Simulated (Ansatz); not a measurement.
Compare A (`BCB(C)O`) with its isomer B (`BB(C)OC`).

Isolated molecules relaxed with PBE0-D4/def2-TZVP in Ansatz; ΔE leaves out vibrations. CCSD(T)/CBS is the MP2 limit (def2-TZVPP, def2-QZVPP) plus CCSD(T) − MP2 in def2-TZVPP, frozen cores. DFT in def2-TZVPP. B3LYP here is the variant with VWN-RPA as its local correlation; programs differ in this. Each species was taken in one conformer, which may not be the lowest.

A:

```xyz
13

B    -1.181   -1.124   -0.944
C    -1.008   -0.355    0.378
B     0.532    0.077    0.390
C     0.990    1.524    0.013
O     1.491   -0.827    0.728
H    -1.485   -0.560   -1.956
H    -0.937   -2.298   -1.004
H    -1.176   -0.990    1.254
H    -1.614    0.552    0.433
H     2.074    1.624   -0.054
H     0.627    2.236    0.762
H     0.544    1.841   -0.936
H     1.143   -1.699    0.934
```

B:

```xyz
13

B     1.100    1.148   -0.277
B    -0.304    0.278    0.056
C    -1.628    1.058    0.407
O    -0.384   -1.077    0.059
C     0.740   -1.885   -0.199
H     1.835    1.544    0.586
H     1.390    1.490   -1.391
H    -1.576    1.397    1.449
H    -2.511    0.421    0.308
H    -1.772    1.958   -0.197
H     0.989   -2.462    0.695
H     0.506   -2.579   -1.010
H     1.616   -1.290   -0.487
```

Task: Which isomer does CCSD(T)/CBS put lower? Give the gap. (Best estimate.)

Result: Ansatz gave: A, by 146.1 kJ/mol.

Task: Give E(B) − E(A) in kJ/mol with MP2/def2-TZVPP, ωB97M-V, PBE-D4, B2PLYP, HF/def2-TZVPP, CCSD(T)/def2-TZVPP, B3LYP. (Estimate.)

Result: Computed: MP2/def2-TZVPP 155.1, ωB97M-V 148.4, PBE-D4 141.7, B2PLYP 141.7, HF/def2-TZVPP 130.5, CCSD(T)/def2-TZVPP 144.0, B3LYP 135.5. None reverses the order clearly.

Largest T1 diagnostic: 0.013.

In def2-TZVPP, CCSD(T) changes the Hartree–Fock value by +13.5 kJ/mol (the triples alone add +1.7 kJ/mol) and MP2 by +24.6 kJ/mol. From PBE to PBE0 (25 % exact exchange), in def2-TZVPP and without D4, E(B) − E(A) moves by +3.0 kJ/mol.
